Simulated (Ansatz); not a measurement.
Frontier orbitals of C3H3AlN2 (`[CH3][Al]([C]#N)[C]#N`).

Total charge 0; spin multiplicity 1. Geometry: relaxed with PBE0-D4/def2-TZVP. Basis def2-TZVPP, Ansatz 0.2.0.

```
functional  HOMO (eV)  LUMO (eV)
      PBE0      -9.66      -2.84
```

(1) Give HOMO and LUMO (eV) with LDA (SPW92), PBE, revPBE, BLYP, r2SCAN, B97M-V, B3LYP, r2SCANh, r2SCAN0, HSE06 (plane-wave form), BHLYP, CAM-B3LYP, LC-ωPBE, ωB97X-V, ωB97M-V, HF. (An estimate is asked.)

## Answers

(1) The calculation gave: 
```tsv
functional	HOMO	LUMO
LDA (SPW92)	-8.42	-3.93
PBE	-8.25	-3.63
revPBE	-8.18	-3.50
BLYP	-8.13	-3.53
r2SCAN	-8.57	-3.42
B97M-V	-8.59	-3.45
B3LYP	-9.42	-3.07
r2SCANh	-9.09	-3.14
r2SCAN0	-9.86	-2.73
HSE06 (plane-wave form)	-9.25	-3.21
BHLYP	-10.93	-2.04
CAM-B3LYP	-11.09	-1.89
LC-ωPBE	-12.50	-0.73
ωB97X-V	-12.09	-0.85
ωB97M-V	-11.94	-1.06
HF	-12.87	0.10
```

B3LYP here is the variant with VWN-RPA as its local correlation; programs differ in this. LC-ωPBE has ω = 0.4 bohr⁻¹.
